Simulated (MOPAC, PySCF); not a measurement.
CH₃BO, SMILES `C=BO` (C–B–O–H torsion 180°), neutral singlet in the gas phase. 

Cartesian coordinates (Å):
```xyz
6

C     -1.0232     0.0242    -0.0400
B      0.3525    -0.0775    -0.1381
O      1.6577    -0.1956    -0.2789
H     -1.6272    -0.7647     0.3886
H     -1.5598     0.8973    -0.3874
H      2.2000     0.1163     0.4558
```
Charge 0, multiplicity 1.

All levels are single points at this geometry (B3LYP-D3(BJ)/def2-TZVP); Pople sets use spherical d functions. Orbital energies aren't observables, and empty levels follow the basis.

AM1 in MOPAC gives HOMO (eV) = -8.45.

**Question.** Estimate the HOMO (eV) from each of these levels: B3LYP-D3(BJ)/def2-TZVP in PySCF; PBE-D3(BJ)/def2-TZVP in PySCF; B3LYP/3-21G in PySCF; HF/STO-3G in PySCF; PM7 in MOPAC.

**Answer.** 
```
level                            HOMO (eV)
-------------------------------  ---------
B3LYP-D3(BJ)/def2-TZVP in PySCF      -5.90
PBE-D3(BJ)/def2-TZVP in PySCF        -4.98
B3LYP/3-21G in PySCF                 -5.43
HF/STO-3G in PySCF                   -6.23
PM7 in MOPAC                         -9.04
```
